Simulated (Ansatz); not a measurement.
`[OH][GeH2][O][SiH](O)O` and `CO[SiH2]O[SiH](O)O` differ in one atom or group.

Ansatz, PBE0-D4/def2-TZVP geometries, multiplicity 1. Each molecule was computed in one conformer, which needn't be the lowest.

Scalar relativity is left out up to krypton.

```json
{"property": "LUMO energy (PBE0/def2-TZVPP) / eV", "`[OH][GeH2][O][SiH](O)O`": "0.57"}
{"property": "HOMO–LUMO gap (PBE/def2-TZVPP) / eV", "`[OH][GeH2][O][SiH](O)O`": "6.52"}
{"property": "LUMO energy (ωB97M-V/def2-TZVPP) / eV", "`[OH][GeH2][O][SiH](O)O`": "2.07"}
{"property": "HOMO–LUMO gap (PBE0/def2-TZVPP) / eV", "`[OH][GeH2][O][SiH](O)O`": "9.02"}
{"property": "LUMO energy (B3LYP/def2-TZVPP) / eV", "`[OH][GeH2][O][SiH](O)O`": "0.21"}
{"property": "LUMO energy (PBE/def2-TZVPP) / eV", "`[OH][GeH2][O][SiH](O)O`": "-0.34"}
```

(1) What does the change do to each property? (Best estimate.)

Results:

(1) Ansatz gave: 
| property | `CO[SiH2]O[SiH](O)O` | shift |
| --- | --- | --- |
| LUMO energy (PBE0/def2-TZVPP) / eV | 0.35 | -0.22 |
| HOMO–LUMO gap (PBE/def2-TZVPP) / eV | 6.52 | 0.00 |
| LUMO energy (ωB97M-V/def2-TZVPP) / eV | 1.98 | -0.09 |
| HOMO–LUMO gap (PBE0/def2-TZVPP) / eV | 8.89 | -0.13 |
| LUMO energy (B3LYP/def2-TZVPP) / eV | 0.10 | -0.11 |
| LUMO energy (PBE/def2-TZVPP) / eV | -0.51 | -0.17 |

With PBE0 the HOMO falls by 0.09 eV and the LUMO falls by 0.22 eV, so the gap narrows by about 0.13 eV. PBE moves the HOMO by -0.17 eV and ωB97M-V by -0.07 eV.

B3LYP here is the variant with VWN-RPA as its local correlation; programs differ in this.
